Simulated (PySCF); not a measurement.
Removing an electron from Cu2

Species: Cu2 (singlet state).
Z-matrix (Å and degrees, PBE0-D3(BJ)/def2-SVP geometry), rows numbered from 1:
```
Cu
Cu  1  2.2322
```

Level: CAM-B3LYP/def2-SVPD (PySCF). Frontier orbitals with their largest atomic shares (Löwdin; up to four atoms above 4 %):

| orbital | ε (eV) | main atoms |
| --- | --- | --- |
| HOMO−3 | -7.51 | Cu2 50 %, Cu1 50 % |
| HOMO−2 | -7.51 | Cu2 50 %, Cu1 50 % |
| HOMO−1 | -7.39 | Cu2 50 %, Cu1 50 % |
| HOMO | -6.48 | ? |
| LUMO | -1.17 | Cu1 50 %, Cu2 50 % |
| LUMO+1 | 0.32 | Cu1 50 %, Cu2 50 % |
| LUMO+2 | 0.32 | Cu1 50 %, Cu2 50 % |

Problem. What vertical ionisation energy does ΔSCF give, and how far is −ε(HOMO) from it?

Solution. ΔSCF: 7.53 eV (727 kJ/mol; threshold wavelength 165 nm); ⟨S²⟩ of the doublet left behind is 0.761, against 0.75 for a pure doublet. −ε(HOMO) is 6.48 eV, 1.05 eV below it. For the exact functional −ε(HOMO) would equal the first vertical ionisation energy; CAM-B3LYP (range-separated hybrid) falls short of its own ΔSCF value by 14 %. Holes in the HOMO−1 and HOMO−2 were tried too where these lie within 1.2 eV of the HOMO; the lowest converged state counts.

Problem. On which atoms does the HOMO lie?

Solution. Cu2 (copper bonded to Cu) 50 %, Cu1 (copper bonded to Cu) 50 %. The HOMO−1 lies 0.91 eV lower.

Problem. And the vertical electron affinity, the fundamental gap, Mulliken's electronegativity and the hardness (with the factor ½)?

Solution. EA = 0.47 eV by ΔSCF (−ε(LUMO) = 1.17 eV). IE − EA = 7.06 eV against an orbital gap of 5.31 eV; (IE + EA)/2 = 4.00 eV; (IE − EA)/2 = 3.53 eV.

Problem. Shift the occupied levels rigidly so that −ε(HOMO) equals the ΔSCF value. What binding energies result?

Solution. The shift is +1.05 eV: HOMO 7.53, HOMO−1 8.44, HOMO−2 8.56, HOMO−3 8.56 eV. A rigid shift is only a rough guide to the deeper ionisations.

Problem. What kinetic energy would electrons from this vertical process carry with 118.2 nm light (10.49 eV)?

Solution. 10.49 − 7.53 = 2.96 eV.

Geometry: PBE0-D3(BJ)/def2-SVP; no solvent, vibrations or thermal averaging.
